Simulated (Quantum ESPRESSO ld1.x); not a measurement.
Problem. Species: Pr XII. Configuration: [Kr] 4d10 5s2 (the NIST ground configuration). Calculated with ld1.x of Quantum ESPRESSO 7.5: Dirac Kohn-Sham, PBE, spin-unpolarised, spherical densities, point nucleus.

Spin-orbit splittings of the eigenvalues, e(l+1/2) - e(l-1/2), with zeta = 2 splitting/(2l+1) and mean radii in bohr:

| shell | occ. | splitting (eV) | zeta (eV) | <r> j=l-1/2 | <r> j=l+1/2 |
|---|---|---|---|---|---|
| 2p | 6 | 482.2 | 321.5 | 0.08605 | 0.09236 |
| 3p | 6 | 95.60 | 63.74 | 0.2616 | 0.2739 |
| 3d | 10 | ? | ? | 0.2451 | 0.2489 |
| 4p | 6 | 21.46 | 14.30 | 0.6290 | 0.6544 |
| 4d | 10 | 3.937 | 1.575 | 0.6915 | 0.6997 |
| 5p | 0 | 5.365 | 3.577 | 1.347 | 1.389 |

Estimate the 3d splitting.

Solution. 20.59 eV (zeta = 8.236 eV).
